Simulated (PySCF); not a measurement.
**A small calculation by hand: chemical shift, span and skew from a shielding tensor**

C4H5NSi, SMILES [SiH](C#C)(C#C)N. Atoms are numbered in the order given.

```xyz
11

C      2.6172    -0.3023    -0.7853
C      1.5350    -0.2475    -0.2323
Si    -0.0971    -0.1538     0.6004
N     -0.8024    -1.7237     0.5741
C     -1.0638     1.1558    -0.2674
C     -1.7306     2.0061    -0.8287
H      3.5751    -0.3507    -1.2725
H      0.0505     0.2631     2.0207
H     -0.8591    -2.2222    -0.3075
H     -1.6224    -1.9025     1.1436
H     -2.3152     2.7594    -1.3265
```

Geometry optimised at PBE0-D3(BJ)/def2-SVP. The structure was generated by enumeration, and PubChem lists no compound with its InChIKey, so it may never have been made. The values are those of a single conformer.

GIAO shieldings from PySCF with PBE0/pcSseg-1, non-relativistic, no solvent. The symmetric part of the tensor of C1 has the principal values -4.3, 4.9, 248.6 ppm. The same nucleus in TMS has σ = 186.3 ppm at this level (PySCF, at its B3LYP-D3(BJ)/def2-TZVP geometry).

Work out the isotropic shielding, the ¹³C shift against TMS, the span and the skew.


σ(iso) = (σ11 + σ22 + σ33)/3 = 83.1 ppm. δ = σ(ref) − σ(iso) = 186.3 − (83.1) = 103.2 ppm.
Span Ω = σ33 − σ11 = 252.9 ppm. Skew κ = 3(σ(iso) − σ22)/Ω = 0.93. Tumbling in solution averages the tensor to δ; in a static solid the shielding alone would spread this spin-1/2 line over Ω.
